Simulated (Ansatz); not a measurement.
Cost and result for the atomization energy of AlH$_{8}$NOSi$_{2}$ (13 atoms, 13 bonds).

```xyz
13

N     0.450   -1.411    0.508
Si   -0.932   -0.541    1.448
O    -0.207    0.585    2.422
Al   -0.714   -0.566   -0.921
Si    0.436    1.440   -1.726
H     1.379   -1.042    0.676
H     0.488   -2.421    0.585
H    -1.429   -1.590    2.383
H    -0.151    1.468    2.052
H    -1.434   -1.679   -1.793
H    -0.501    2.443   -2.311
H     1.115    2.123   -0.579
H     1.500    1.192   -2.744
```

Charge 0, multiplicity 1. The bonds changed during the relaxation, so this is another structure than the one it started from. All single points use the PBE0-D4/def2-TZVP geometry. It is one conformer, not always the lowest. Program: Ansatz. All runs use 4 threads of an Arm Neoverse V2 on a shared host. Times are those of one run each, without the atoms' runs, and a repeat can differ threefold. Electronic energies, without spin–orbit coupling; frozen cores. CCSD(T)/CBS adds CCSD(T) − MP2 in def2-TZVPP to the MP2 limit, and its time is that of the two runs behind it. T1 = 0.013. B3LYP takes the VWN-RPA correlation (the form of Gaussian; ORCA's B3LYP/G).

CCSD(T)/CBS is a level of theory with its own doubt, some kJ/mol a heavy atom from the limit and from the frozen cores, so smaller differences don't rank the functionals.

```tsv
level	functions	wall time
PBE-D4/def2-TZVPP (with forces)	300	3 s
PBE0-D4/def2-TZVPP	300	3.9 s
r2SCAN-D4/def2-TZVPP (with forces)	300	6 s
B3LYP-D4/def2-TZVPP (with forces)	300	6 s
B2PLYP/def2-TZVPP	300	7 s
ωB97X-V/def2-TZVPP	300	10 s
ωB97M-V/def2-TZVPP (with forces)	300	14 s
MP2/def2-QZVPP	564	27 s
CCSD(T)/def2-TZVPP	300	3.4 min
CCSD(T)/CBS(def2)	–	3.9 min
```

(1) What atomization energy does each give, and how far from CCSD(T)/CBS? (An estimate is asked.)

## Answers

(1) Ansatz gave: 
| level | atomization (kJ/mol) | difference from CCSD(T)/CBS | per bond |
| --- | --- | --- | --- |
| PBE-D4/def2-TZVPP (with forces) | 4091.5 | -6.2 | -0.5 |
| PBE0-D4/def2-TZVPP | 4038.3 | -59.4 | -4.6 |
| r2SCAN-D4/def2-TZVPP (with forces) | 4084.0 | -13.7 | -1.1 |
| B3LYP-D4/def2-TZVPP (with forces) | 4077.3 | -20.4 | -1.6 |
| B2PLYP/def2-TZVPP | 4018.6 | -79.1 | -6.1 |
| ωB97X-V/def2-TZVPP | 4117.5 | 19.8 | 1.5 |
| ωB97M-V/def2-TZVPP (with forces) | 4093.5 | -4.2 | -0.3 |
| MP2/def2-QZVPP | 4059.8 | -37.9 | -2.9 |
| CCSD(T)/def2-TZVPP | 3972.7 | -125.0 | -9.6 |
| CCSD(T)/CBS(def2) | 4097.7 | 0.0 | 0.0 |

The D4 term adds +49.7 kJ/mol with B3LYP and +26.5 kJ/mol with PBE0; it sums over pairs of atoms, weighted by their polarisabilities, and B3LYP, whose exchange is more repulsive, gets the larger term. From PBE to PBE0 (25 % exact exchange), in def2-TZVPP and without D4, the atomization energy moves by −48.9 kJ/mol: exact exchange takes away binding that semilocal exchange gives to molecules. In def2-TZVPP, CCSD(T) changes the Hartree–Fock value by +1054.8 kJ/mol (the triples alone add +53.7 kJ/mol) and MP2 by +1067.2 kJ/mol; breaking electron pairs costs correlation energy, which Hartree–Fock lacks.
